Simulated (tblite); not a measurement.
Run record: tight-binding relaxation, `[AlH3-][P+]12CCC(CC1)CC2`.

Computed with GFN2-xTB geometry optimisation, gas phase (tblite 0.8.0). Start geometry: from a force field or distance geometry. The command runs a driver script over a list of jobs; the input below is this job's line of settings and its coordinates in Å.

Command:
```bash
OMP_NUM_THREADS=1 python probes_run.py task.json out
```

Input:
```
{"job": {"kind": "relax", "xc": "GFN2-xTB", "basis": "xTB"}, "charge": 0, "multiplicity": 1}
Al     3.045200    -0.436000     0.687400
P      0.860600    -0.113300     0.249000
C      0.387300     1.633300     0.142900
C     -1.084200     1.609600    -0.262000
C     -1.626700     0.207900    -0.411600
C     -1.656200    -0.616400     0.820100
C     -0.293700    -0.770000     1.497500
C     -0.953200    -0.434200    -1.601100
C      0.399400    -1.041400    -1.246900
H      3.379800    -1.687400     1.594200
H      3.803600    -0.559000    -0.721600
H      3.618400     0.904700     1.357300
H      1.018300     2.134200    -0.580900
H      0.457700     2.074700     1.162100
H     -1.128900     2.089500    -1.263400
H     -1.732100     2.183300     0.450900
H     -2.695400     0.347800    -0.720600
H     -2.347600    -0.148700     1.558800
H     -2.078600    -1.619400     0.599900
H     -0.308700    -0.142800     2.415600
H     -0.098900    -1.823300     1.749200
H     -1.600800    -1.140500    -2.151100
H     -0.714400     0.401800    -2.302600
H      0.197500    -2.113400    -0.975000
H      1.140800    -0.916900    -2.039100
```

Estimate the output.

```
step      E/eV     max force
  0    -727.25219    3.902
  1    -727.73736    2.980
  2    -728.10557    1.591
  3    -728.33700    0.972
  4    -728.43979    0.489
  5    -728.46922    0.369
  6    -728.48832    0.261
  7    -728.50552    0.214
  8    -728.51679    0.189
  9    -728.52395    0.189
... (111 lines left out)
121    -728.66457    0.015
122    -728.66465    0.018
123    -728.66472    0.017
124    -728.66478    0.018
125    -728.66484    0.016
126    -728.66490    0.013
127    -728.66494    0.010
128    -728.66497    0.011
129    -728.66499    0.011
130    -728.66501    0.009
```

«max force» is the largest atomic force in eV/Å.

From which step on does the largest force stay under 0.1 eV/Å, and how much energy is left to gain from there?

From step 106 (0.076 eV/Å), 5.2 meV above the end.

Summary of the converged run: energy lowered by 32.6 kcal/mol over 130 steps; largest atomic force 0.009 eV/Å at the end.

Give the final coordinates.

0.399 Å rms from the input after alignment:
```
atom  x, y, z in Å
Al1    3.3765   -0.1502    0.6739
P2     0.9196   -0.4042    0.4619
C3     0.5552    1.3467    0.0521
C4    -0.9492    1.5852   -0.1192
C5    -1.6878    0.2966   -0.5006
C6    -1.8522   -0.6110    0.7244
C7    -0.5504   -0.7429    1.5268
C8    -0.9374   -0.4380   -1.6183
C9     0.3056   -1.1703   -1.0944
H10    3.8540   -1.5662    1.1296
H11    3.5192    0.2374   -0.8504
H12    3.3629    1.0343    1.7070
H13    1.1089    1.5693   -0.8646
H14    0.9755    1.9783    0.8396
H15   -1.1119    2.3395   -0.8922
H16   -1.3776    1.9722    0.8072
H17   -2.6839    0.5624   -0.8691
H18   -2.6336   -0.2087    1.3729
H19   -2.1838   -1.5942    0.3864
H20   -0.5146   -0.0287    2.3540
H21   -0.4548   -1.7425    1.9573
H22   -1.6064   -1.1599   -2.0920
H23   -0.6502    0.2888   -2.3798
H24    0.0884   -2.2198   -0.8770
H25    1.1171   -1.1500   -1.8263
```

Time: 1.4 s wall. Hardware: one thread of an Arm Neoverse V1, shared host with 32 logical CPUs at a one-minute load of 10.
Labels such as C1 count atoms from 1, the log's own numbers from 0.
